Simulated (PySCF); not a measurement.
# Molecular orbitals of BeAs

PBE0 at R = 2.185 Å; Be aug-cc-pVDZ, As aug-cc-pVDZ-PP with ECP10; scalar-relativistic core potentials (PySCF 2.14). State: ⁴Σ⁻ (quartet), unpaired electrons σ ↑, π ↑↑. Only the outer orbitals are listed, counted within each symmetry, core potentials removing the inner ones.

```tsv
spin	orbital	occ.	ε (eV)	on Be (%)	main shells (%)
α	5σ	1	-17.19	6	94 As s
α	6σ	1	-8.52	43	52 As p, 41 Be s
α	3π	1	-7.19	7	93 As p
α	3π	1	-7.19	7	93 As p
α	7σ	1	-5.56	82	44 Be s, 38 Be p, 17 As p
α	4π	0	-1.17	91	90 Be p
α	4π	0	-1.17	91	90 Be p
β	5σ	1	-15.01	16	84 As s, 9 Be s
β	6σ	1	-7.44	42	52 As p, 36 Be s
β	3π	0	-3.38	20	80 As p, 18 Be p
β	3π	0	-3.38	20	80 As p, 18 Be p
β	7σ	0	-1.86	85	57 Be s, 27 Be p, 8 As p
```

Task: Which are the highest filled and the lowest empty level, where do they sit, and how wide is the gap?

Result: Highest filled α 7σ at -5.56 eV (in %: 44 Be s, 38 Be p, 17 As p); lowest empty β 3π at -3.38 eV (in %: 80 As p, 18 Be p); the gap at PBE0 is 2.18 eV.

```json
{"bond order (Mayer)": "1.12", "⟨S²⟩": "3.755", "charge on Be (Mulliken, basis-dependent)": "-0.04", "charge on Be (Löwdin, basis-dependent)": "-0.02", "dipole moment (positive dipole means Be(−)As(+))": "-0.10 D", "polarisability along the bond": "83.1 bohr³", "polarisability across the bond": "55.5 bohr³"}
```

Spin–orbit coupling is left out. The state was picked by a PBE0 search and need not be the measured ground state.
